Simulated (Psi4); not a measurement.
Psi4 input (wB97X-D/6-311+G**):

```
memory 1500 MB

molecule {
0 2
Si   -2.23566100   -0.28759800   -0.02076400
C    -0.38287100   -0.22148200   -0.13447800
C     0.47002500   -1.00939700   -0.82067800
C     1.85298700   -0.75662000   -0.75217300
C     2.07364100    0.32271400    0.06053800
S     0.61035900    0.96790800    0.69268600
H    -2.69743000   -1.44217900   -0.81922400
H    -2.83387000    0.96060800   -0.54762800
H    -2.66180600   -0.44492000    1.38879100
H     2.62517200   -1.31746600   -1.25522600
H     3.01875800    0.77251600    0.32176700
symmetry c1
no_reorient
no_com
}

set {
  basis 6-311+G**
  reference uks
  scf_type df
  df_basis_scf def2-universal-jkfit
  dft_radial_points 99
  dft_spherical_points 590
  e_convergence 1e-8
  d_convergence 1e-7
  maxiter 150
}

e = energy('wb97x-d')
print_out(f'\nFINAL {e:.10f} DIPOLE {variable("CURRENT DIPOLE")[0]:.6f} {variable("CURRENT DIPOLE")[1]:.6f} {variable("CURRENT DIPOLE")[2]:.6f}\n')
```

From the output:

```
              A
    DOCC [    29 ]
    SOCC [     1 ]
    NA   [    30 ]
    NB   [    29 ]

  @DF-UKS Final Energy:  -843.00072169162547

   => Energetics <=

    Nuclear Repulsion Energy =            315.9245769311510799
    One-Electron Energy =               -1787.1350415704582701
    Two-Electron Energy =                 678.2774565661877659
    DFT Exchange-Correlation Energy =     -50.0640585858545535
    Empirical Dispersion Energy =          -0.0036550326514269
    VV10 Nonlocal Energy =                  0.0000000000000000
    Total Energy =                       -843.0007216916254720

  UHF NO Occupations:
  HONO-2 :   28  A 1.9988345
  HONO-1 :   29  A 1.9961878
  HONO-0 :   30  A 1.0000000
  LUNO+0 :   31  A 0.0038122
  LUNO+1 :   32  A 0.0011655
  LUNO+2 :   33  A 0.0002077
  LUNO+3 :   34  A 0.0002038

Computation Completed

Properties will be evaluated at   0.000000,   0.000000,   0.000000 [a0]

Properties computed using the SCF density matrix

 Multipole Moments:

 ------------------------------------------------------------------------------------
     Multipole            Electronic (a.u.)      Nuclear  (a.u.)        Total (a.u.)
 ------------------------------------------------------------------------------------

 L = 1.  Multiply by 2.5417464519 to convert [e a0] to [Debye]
 Dipole X            :          0.3806833            0.0000113            0.3806946
 Dipole Y            :          0.0755117            0.0000094            0.0755212
 Dipole Z            :          0.0234380            0.0000265            0.0234644
 Magnitude           :                                                    0.3888218

 ------------------------------------------------------------------------------------

FINAL -843.0007216916 DIPOLE 0.380695 0.075521 0.023464

*** Psi4 exiting successfully. Buy a developer a beer!
```

The geometry given is a B3LYP-D3(BJ)/def2-TZVP minimum.
